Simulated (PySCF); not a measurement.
# Electron correlation in C⁺ (carbon, charge +1)

[He] 2s1 2p1 3d1, one real determinant (an excited configuration). Calculation: PySCF 2.14, in aug-cc-pCVTZ-DK with one added diffuse shell each of s, p, d, f type (8s7p5d3f, 75 functions); scalar relativity by spin-free X2C-1e. Frozen: nothing; 5 electrons correlated.

MP2 pair energies summed by pair of shells (mhartree):

| pair | energy | share (%) |
| --- | --- | --- |
| 1s-1s | -37.24 | 72.8 |
| 1s-2s | -3.60 | 7.0 |
| 2s-2p | -3.58 | 7.0 |
| 1s-2p | -3.31 | 6.5 |
| 2s-3d | -2.16 | 4.2 |
| 2p-3d | -1.24 | 2.4 |
| 1s-3d | -0.05 | 0.1 |

Total MP2 correlation energy: -51.18 mhartree.

Same-spin part -9.17 and opposite-spin part -42.01 mhartree; SCS-MP2 scales them by 1/3 and 6/5 to -53.47 mhartree.

The reference is one real determinant that mixes LS terms of this configuration.
